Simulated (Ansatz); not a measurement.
Born–Oppenheimer molecular dynamics of ClHO2Si (5 atoms, charge 0, multiplicity 1). It goes on from the last frame of an earlier run, with new velocities.

Computed with RKS BHLYP/def2-SVP in Ansatz 0.2.0.

```yaml
ensemble: NVT, Langevin thermostat
time_step: 2.5 fs
steps_asked: 40
set_temperature: 1000 K
friction: 0.001 /fs
seed: 592576
```

First frame:

```xyz
5
Properties=species:S:1:pos:R:3
O -0.772 -1.722 0.729
Si -0.315 -0.396 0.181
O 1.184 0.219 0.273
Cl -1.454 0.846 -0.999
H 1.383 0.765 -0.475
```

(1) How far do the bonds stretch over the last three quarters of this one trajectory? (Pairs bonded in most of those frames.)

## Answers

(1) 
```json
{"bond": "O1–Si2", "mean (Å)": "1.509", "spread (Å)": "0.012", "shortest": "1.49", "longest": "1.53"}
{"bond": "Si2–O3", "mean (Å)": "1.619", "spread (Å)": "0.030", "shortest": "1.56", "longest": "1.67"}
{"bond": "Si2–Cl4", "mean (Å)": "2.040", "spread (Å)": "0.034", "shortest": "1.98", "longest": "2.11"}
{"bond": "O3–H5", "mean (Å)": "0.953", "spread (Å)": "0.021", "shortest": "0.92", "longest": "0.99"}
```

Mean temperature of the second half: 438 K. The mean temperature of the second half is 56 % below the set value. A step of 2.5 fs is long for free X–H stretches (periods near 10 fs) and can bias their spread and the temperature. A run of 0.1 ps of so small a system gives no equilibrium averages.

Run time: 29 s on 1 thread of Intel(R) Xeon(R) 6975P-C (Granite Rapids) (shared host), peak memory 0.13 GiB.
